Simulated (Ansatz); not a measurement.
**Four-centre ligand exchange**

Start structure (BSi$_{4}$H$_{11}$Cl$_{2}$O$_{2}$, closed shell), relaxed at PBE0-D4/def2-TZVP:

B1  (-1.147, -1.500, -1.240)
Cl2  (-0.050, -2.865, -0.674)
Cl3  (-2.065, -1.869, -2.771)
O4  (-0.672, -0.231, -1.138)
Si5  (0.383, 0.504, -0.079)
Si6  (0.513, 2.752, -0.717)
Si7  (-0.428, 0.377, 2.119)
Si8  (2.535, -0.436, -0.144)
H9  (-2.331, -2.502, 0.357)
O10  (-2.407, -1.623, -0.042)
H11  (-0.836, 3.380, -0.727)
H12  (1.366, 3.468, 0.269)
H13  (1.119, 2.894, -2.068)
H14  (-0.585, -1.040, 2.552)
H15  (0.545, 1.040, 3.030)
H16  (-1.747, 1.054, 2.259)
H17  (3.495, 0.627, 0.273)
H18  (2.873, -0.864, -1.527)
H19  (2.686, -1.586, 0.785)
H20  (-3.249, -1.582, -0.517)
(Å)

The step: BSi₄H₉Cl₂O ([SiH3][Si]([SiH3])([SiH3])[O][B]([Cl])[Cl]) + H₂O → BSi₄H₁₀ClO₂ ([OH][B]([Cl])[O][Si]([SiH3])([SiH3])[SiH3]) + HCl; bonds formed: Cl2–H9; dative contacts that become bonds: B1–O10; bonds broken: B1–Cl2, H9–O10. Computed with Ansatz 0.2.0 (basis: def2-TZVPP and def2-QZVPP); correlated methods freeze the cores. Extrapolation: Hartree–Fock as exp(−7.88 √X), correlation as X^−2.97. Energies below are by CCSD(T) at an estimated basis limit (MP2 extrapolated from triple and quadruple zeta, plus CCSD(T) − MP2 in triple zeta).

Q: What are the electronic barrier and the energy of the step, from the start structure to the end structure? (An estimate is asked for; the value comes from the calculation.)

A: By the calculation: Barrier 0.663 eV; step energy -0.436 eV (downhill); reverse barrier, their difference, 1.099 eV. Barrier and step energy count from the start structure, the reverse barrier from the end structure.

The saddle point: One imaginary mode of 668i cm⁻¹.
```json
{"pair": "B1–O10", "start (Å)": "1.74", "saddle (Å)": "1.51", "end (Å)": "1.37"}
{"pair": "Cl2–H9", "start (Å)": "2.53", "saddle (Å)": "1.65", "end (Å)": "1.29"}
{"pair": "B1–Cl2", "start (Å)": "1.84", "saddle (Å)": "2.36", "end (Å)": "3.95"}
{"pair": "H9–O10", "start (Å)": "0.97", "saddle (Å)": "1.13", "end (Å)": "1.91"}
```

Zero-point energy (harmonic, PBE0-D4): ZPE is 3.073 eV at the start and 2.978 eV at the saddle, so the barrier goes from 0.663 to 0.568 eV.

The T1 diagnostic stays at or below 0.014.

The step is the kind of ligand exchange by which a precursor binds to a hydroxyl group, or is hydrolysed, in atomic layer deposition of oxides. Here a small cluster stands in for the surface site.

Labels in which every atom is bracketed show which atoms are joined, not bond orders.

For scale, one of the runs: CCSD(T)/def2-TZVPP, 499 basis functions, launched by `ansatz run in.yaml --threads 4 --pin off --events-out ev --progress --plain --max-ram 66560MiB --backend cuda --devices 0, --max-vram 37GiB`. Time: 72 s of wall clock on 4 CPU threads of an AMD EPYC 7R13 and a share of one NVIDIA H100; the host was shared. Peak host memory: 1.2 GiB.
